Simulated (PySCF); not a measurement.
# Correlation energy of Co²⁺ (cobalt, charge +2)

[Ar] 3d7, high-spin 4F determinant. All numbers are calculated (PySCF 2.14, the spin-free X2C one-electron Hamiltonian (Gaussian nucleus), in ANO-RCC-VTZP). Frozen: [Ne]; 15 electrons correlated.

| level | correlation energy (mhartree) |
| --- | --- |
| CCSD | -449.59 |
| (T) | -7.91 |
| CCSD(T) | -457.50 |

Diagnostics: T1 = 0.0064, D1 = 0.0132, largest double amplitude 0.035.

Problem. Is a single reference adequate?

Solution. Yes: T1 lies below 0.03 and no double amplitude reaches 0.07.
